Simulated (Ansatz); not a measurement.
C$_{2}$H$_{7}$ClSi (`[SiH3]CCCl`), charge 0, multiplicity 1.

**Question.** Give a relaxed structure at PBE0-D4/def2-TZVP (Ansatz 0.2.0). (Best estimate.)

**Answer.** Ansatz gave: 
Z-matrix (Å, degrees):
```
Si
C 1 1.884
H 1 1.488 2 110.3
H 1 1.486 2 109.7 3 120.2
H 1 1.488 2 110.3 3 -119.7
C 2 1.508 1 112.7 3 59.9
H 2 1.094 1 108.5 3 -177.9
H 2 1.094 1 108.5 3 -62.3
Cl 6 1.793 2 112.1 1 -180.0
H 6 1.090 2 112.0 1 -61.1
H 6 1.090 2 112.0 1 61.1
```
Point group Cs.
This is one stationary point; other conformers may exist.
